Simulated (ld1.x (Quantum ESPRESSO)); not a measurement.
**iridium (Ir): one change to a PAW potential, before and after**

* Element: iridium (Ir)
* Generator: ld1.x (Quantum ESPRESSO) 7.5
* Type: PAW
* Functional: LDA (PZ)
* Relativity: scalar-relativistic
* Frozen core: [Xe] 4f14
* Valence charge: 9
* Reference configuration: 5d7.5 6s1.5 6p0
* Partial waves: 6s (bound): rcut 2.50, rcutus 2.75 bohr; 6s channel at 0.35 Ry: rcut 2.50, rcutus 2.75 bohr; 6p (bound, empty): rcut 2.75, rcutus 3.60 bohr; 6p channel at 2 Ry: rcut 2.75, rcutus 3.60 bohr; 5d (bound): rcut 1.30, rcutus 1.40 bohr; 5d channel at -0.15 Ry: rcut 1.30, rcutus 1.40 bohr
* Local potential: all-electron potential smoothed inside 2.45 bohr (lloc = -1)
* Core correction: Bessel-smoothed model core inside 1.00 bohr
* Augmentation charge: PSQ, inside the norm-conserving radii

Change: all radii but the core radius scaled by about 0.82 (s 2.26, p 2.96, d 1.16 bohr, rcut 2.06/2.26/1.08); local potential all-electron potential smoothed inside 2.02 bohr (lloc = -1).

Cutoffs: the cutoffs (Ry, on a coarse ladder) from which the occupation-weighted sum of valence levels, in a spherical-Bessel basis at the reference potential, stays within 10 and 1 mRy of its value at 400 Ry; they do not see the model core or the augmentation charge, which bear on the density cutoff. Errors are all-electron minus pseudo energies relative to the spin-unpolarised reference configuration.

Problem. What does the change do?

Solution. The potential gets harder (50 Ry and 90 Ry → 60 Ry and 100 Ry); a bound ghost appears in s, which as a rule spoils a file; the number of tests with a reliable result goes from 9 to 2 (the test run of the changed file stopped, so its transferability is not established). A smaller radius makes the pseudo-wave follow the all-electron one further in, where it bends more sharply, so more plane waves are needed.

```tsv
quantity	base	changed
cutoff, loose	50 Ry	60 Ry
cutoff, tight	90 Ry	100 Ry
bound ghosts	none	s
tests with a reliable result	9 of 9	2 of 9 (the test run stopped)
error for 5d7 6s2 6p0, meV [ΔE 0.26 eV]	-2.8	-3.9
error for 5d7 6s1 6p0, meV [ΔE 10.44 eV]	-7.8	-7.9
lowest overlap eigenvalue by channel	s 0.33, p 0.61, d 0.87	s 0.48, p 0.49, d 0.86
```

 A true bound ghost makes a file unfit for plane-wave use even where its test errors are small: the radial tests pick states by their node count and pass the ghost by.
